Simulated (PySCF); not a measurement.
**SMILES Cl[C@@H]1C[C@]2(Cl)CC[C@H]12, C₆H₈Cl₂**

Molfile (atoms numbered from 1):
```
C6H8Cl2
     RDKit          3D

 16 17  0  0  0  0  0  0  0  0999 V2000
   -1.0150    2.2051   -1.2890 Cl  0  0  0  0  0  0  0  0  0  0  0  0
   -0.7778    0.4479   -1.2542 C   0  0  2  0  0  0  0  0  0  0  0  0
   -1.4538   -0.2969   -0.0924 C   0  0  0  0  0  0  0  0  0  0  0  0
   -0.1000   -0.9277    0.2701 C   0  0  2  0  0  0  0  0  0  0  0  0
   -0.0555   -2.6897    0.2417 Cl  0  0  0  0  0  0  0  0  0  0  0  0
    0.6777   -0.2276    1.3848 C   0  0  0  0  0  0  0  0  0  0  0  0
    1.2625    0.7391    0.3376 C   0  0  0  0  0  0  0  0  0  0  0  0
    0.5967   -0.0568   -0.7982 C   0  0  2  0  0  0  0  0  0  0  0  0
   -1.0637    0.0768   -2.2383 H   0  0  0  0  0  0  0  0  0  0  0  0
   -1.8557    0.3500    0.6845 H   0  0  0  0  0  0  0  0  0  0  0  0
   -2.2184   -1.0046   -0.4034 H   0  0  0  0  0  0  0  0  0  0  0  0
    1.4278   -0.8723    1.8362 H   0  0  0  0  0  0  0  0  0  0  0  0
    0.0666    0.2137    2.1695 H   0  0  0  0  0  0  0  0  0  0  0  0
    2.3478    0.7445    0.2911 H   0  0  0  0  0  0  0  0  0  0  0  0
    0.9029    1.7615    0.4168 H   0  0  0  0  0  0  0  0  0  0  0  0
    1.2504   -0.4542   -1.5682 H   0  0  0  0  0  0  0  0  0  0  0  0
  1  2  1  0
  2  3  1  0
  3  4  1  0
  4  5  1  6
  4  6  1  0
  6  7  1  0
  7  8  1  0
  8  2  1  0
  8  4  1  0
  2  9  1  6
  3 10  1  0
  3 11  1  0
  6 12  1  0
  6 13  1  0
  7 14  1  0
  7 15  1  0
  8 16  1  6
M  END
```

Method used: TDDFT PBE0/def2-SVPD circular dichroism and optical rotation, one conformer, gas phase (PySCF 2.14.0). Geometry: GFN2-xTB.

States above about 8.1 eV (minus the energy of the highest occupied orbital) lie near or above the ionisation threshold and depend on the basis.

What are the CIP labels of the stereocentres?

C2 R, C4 R, C8 R.

Which excitations and rotatory strengths does the calculation give?

Rotatory strengths R in 10⁻⁴⁰ esu² cm², velocity form and length form (origin at the centre of mass); f in length form.
| state | E (eV) | λ (nm) | f | R (velocity) | R (length) | main |
| --- | --- | --- | --- | --- | --- | --- |
| 1 | 6.97 | 178 | 0.002 | -0.4 | -0.5 | HOMO→LUMO 0.79, HOMO−1→LUMO 0.09 |
| 2 | 7.10 | 175 | 0.002 | +1.3 | +1.4 | HOMO−1→LUMO 0.75, HOMO→LUMO 0.10 |
| 3 | 7.18 | 173 | 0.009 | -8.6 | -8.3 | HOMO→LUMO+1 0.64, HOMO−1→LUMO+1 0.19 |
| 4 | 7.33 | 169 | 0.004 | +3.2 | +2.9 | HOMO−2→LUMO+1 0.57, HOMO−1→LUMO+1 0.27 |
| 5 | 7.57 | 164 | 0.009 | +11.5 | +11.4 | HOMO−1→LUMO+1 0.42, HOMO−2→LUMO+1 0.33 |
| 6 | 7.73 | 160 | 0.006 | -4.2 | -4.3 | HOMO−2→LUMO 0.86 |
| 7 | 7.76 | 160 | 0.041 | -28.8 | -28.6 | HOMO→LUMO+2 0.49, HOMO→LUMO+3 0.16 |
| 8 | 7.83 | 158 | 0.039 | +10.5 | +10.7 | HOMO−1→LUMO+2 0.38, HOMO→LUMO+2 0.22 |
| 9 | 7.90 | 157 | 0.035 | +32.6 | +31.0 | HOMO−1→LUMO+2 0.46, HOMO→LUMO+3 0.23 |
| 10 | 8.00 | 155 | 0.001 | -9.3 | -9.7 | HOMO−1→LUMO+3 0.62, HOMO→LUMO+3 0.18 |
| 11 | 8.05 | 154 | 0.014 | -0.4 | -0.1 | HOMO−3→LUMO+1 0.48, HOMO−3→LUMO 0.18 |
| 12 | 8.17 | 152 | 0.002 | +7.5 | +7.5 | HOMO−3→LUMO 0.34, HOMO→LUMO+3 0.18 |
| 13 | 8.28 | 150 | 0.010 | -13.3 | -14.1 | HOMO→LUMO+4 0.76 |
| 14 | 8.35 | 149 | 0.049 | -85.1 | -85.9 | HOMO−2→LUMO+3 0.31, HOMO−1→LUMO+4 0.26 |
| 15 | 8.38 | 148 | 0.004 | +5.0 | +6.2 | HOMO−1→LUMO+4 0.45, HOMO−2→LUMO+3 0.25 |
| 16 | 8.42 | 147 | 0.006 | +9.1 | +9.9 | HOMO−2→LUMO+2 0.59, HOMO−2→LUMO+3 0.21 |

Among the states computed, the strongest CD band (largest |R|) is state 14. The largest dissymmetry factor in size, g = 4R/(D+G), with D and G the electric and magnetic dipole strengths, is -0.12 for state 10 (velocity form, f = 0.0009), among bands with |R| over 0.5. The mirror image has the same energies and oscillator strengths and all R with the opposite sign.
